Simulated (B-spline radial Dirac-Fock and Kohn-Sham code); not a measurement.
**What relativity does to the binding energies of Ho³⁰⁺**

System: Ho³⁰⁺, configuration [Kr] 4d1.

Both columns are ΔSCF binding energies of the configuration average from an atomic code on a B-spline grid: non-relativistic Hartree-Fock with a point nucleus, and Dirac-Fock with a finite nucleus and the Coulomb interaction alone, averaged over the two j levels with weights 2j+1.

| shell | Hartree-Fock (eV) | Dirac-Fock (eV) | shift (eV) | shift (%) |
| --- | --- | --- | --- | --- |
| 1s | 53355.0 | 57007.8 | +3652.81 | +6.85 |
| 2s | 9620.4 | 10572.4 | +952.02 | +9.90 |
| 2p | 9209.6 | 9518.5 | +308.95 | +3.35 |
| 3s | 3011.0 | 3245.2 | +234.13 | +7.78 |
| 3p | 2827.3 | 2913.0 | +85.71 | +3.03 |
| 3d | 2490.1 | 2476.5 | -13.66 | -0.55 |
| 4s | 1330.5 | 1403.0 | +72.49 | +5.45 |
| 4p | 1245.9 | 1273.5 | +27.66 | +2.22 |
| 4d | 1117.4 | 1116.1 | -1.38 | -0.12 |

Relativity binds 1s, 2s, 2p, 3s, 3p, 4s, 4p more strongly, among those listed most of all 2s in relative terms, and 3d, 4d more weakly, because the contracted s and p shells screen the nucleus better.

Values without a named source are computed, but for edge energies of neutral atoms, which are taken from tables.
